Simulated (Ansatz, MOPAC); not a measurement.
System: C₄H₂FO (charge 0, doublet). SMILES: Fc1[c]cco1

Atoms: F1, C2, C3, C4, C5, O6, H7, H8. Bonds: F1-C2, C2-C3, C2-O6, C3-C4, C4-C5, C4-H7, C5-O6, C5-H8.

Bond lengths (Å) and angles (degrees) optimised at AM1 with MOPAC; PM3 with MOPAC; PM7 with MOPAC; HF/3-21G with Ansatz (an electronic-structure program); B3LYP/LANL2DZ with Ansatz; MP2/6-31G* with Ansatz, each started from the B3LYP-D3(BJ)/def2-TZVP structure (Ansatz) of the last column. A row stands for all coordinates that are equal there; 11 of 19 kinds are shown. 6-31G* holds six Cartesian d functions. No wavenumbers were computed at B3LYP/LANL2DZ, MP2/6-31G*, so these may be saddle points.

| coordinate | AM1 | PM3 | PM7 | HF/3-21G | B3LYP/LANL2DZ | MP2/6-31G* | B3LYP-D3(BJ)/def2-TZVP |
|---|---|---|---|---|---|---|---|
| F1-C2 | 1.314 | 1.313 | 1.297 | 1.325 | 1.358 | 1.320 | 1.312 |
| C2-C3 | 1.381 | 1.375 | 1.347 | 1.349 | 1.361 | 1.313 | 1.342 |
| C2-O6 | 1.413 | 1.392 | 1.400 | 1.371 | 1.391 | 1.336 | 1.350 |
| C3-C4 | 1.415 | 1.412 | 1.410 | 1.439 | 1.445 | 1.443 | 1.424 |
| C4-C5 | 1.399 | 1.390 | 1.377 | 1.354 | 1.378 | 1.322 | 1.357 |
| C4-H7 | 1.086 | 1.086 | 1.070 | 1.063 | 1.079 | 1.079 | 1.076 |
| C5-O6 | 1.404 | 1.389 | 1.389 | 1.400 | 1.414 | 1.372 | 1.378 |
| C5-H8 | 1.085 | 1.086 | 1.066 | 1.061 | 1.077 | 1.079 | 1.075 |
| F1-C2-C3 | 139.7 | 138.6 | 138.0 | 133.8 | 134.1 | 134.0 | 134.0 |
| F1-C2-O6 | 112.3 | 112.7 | 113.8 | 116.3 | 115.9 | 114.9 | 115.7 |
| C3-C2-O6 | 108.1 | 108.7 | 108.2 | 109.9 | 110.0 | 111.2 | 110.3 |

Mean signed difference of all 8 bond lengths from B3LYP-D3(BJ)/def2-TZVP: AM1 0.023 Å, PM3 0.016 Å, PM7 0.005 Å, HF/3-21G 0.006 Å, B3LYP/LANL2DZ 0.024 Å, MP2/6-31G* -0.006 Å.
